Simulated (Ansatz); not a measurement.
Reaction (formal exchange of groups at the Al–C bond): `C[NH][Al]([CH3])[F]` + `CCCBr` → `C[NH][Al]([F])[Br]` + `CCCC`

Computed with Ansatz on PBE0-D4/def2-TZVP structures; ΔE is electronic, products minus reactants. CCSD(T)/CBS is the MP2 limit (def2-TZVPP, def2-QZVPP) plus CCSD(T) − MP2 in def2-TZVPP, frozen cores. DFT in def2-TZVPP. B3LYP here is the variant with VWN-RPA as its local correlation; programs differ in this. For Br outer-core shells are correlated without core-valence functions, which leaves a few kJ/mol of doubt a bond. Scalar relativity is left out up to krypton. Each species was taken in one conformer, which may not be the lowest.

Q: Is it downhill or uphill in electronic energy at CCSD(T)/CBS, and by how much? (An estimate is asked.)

A: The calculation gave: Downhill: ΔE = -1.67 eV.

Q: What do these levels give: PBE-D4, PBE0-D4, B3LYP-D4, ωB97X-V, B2PLYP, PBE, r2SCAN, B3LYP, MP2/def2-TZVPP, CCSD(T)/def2-TZVPP, SCS-MP2/def2-QZVPP, HF/CBS(def2)? (An estimate is asked.)

A: The calculation gave: PBE-D4 -1.55, PBE0-D4 -1.65, B3LYP-D4 -1.61, ωB97X-V -1.66, B2PLYP -1.66, PBE -1.55, r2SCAN -1.66, B3LYP -1.63, MP2/def2-TZVPP -1.69, CCSD(T)/def2-TZVPP -1.66, SCS-MP2/def2-QZVPP -1.70, HF/CBS(def2) -1.89 eV.

Largest T1 diagnostic among the species: 0.011.

From PBE to PBE0 (25 % exact exchange), in def2-TZVPP and without D4, ΔE moves by −0.10 eV. In def2-TZVPP, CCSD(T) changes the Hartree–Fock value by +0.22 eV (the triples alone add +0.04 eV) and MP2 by +0.20 eV.
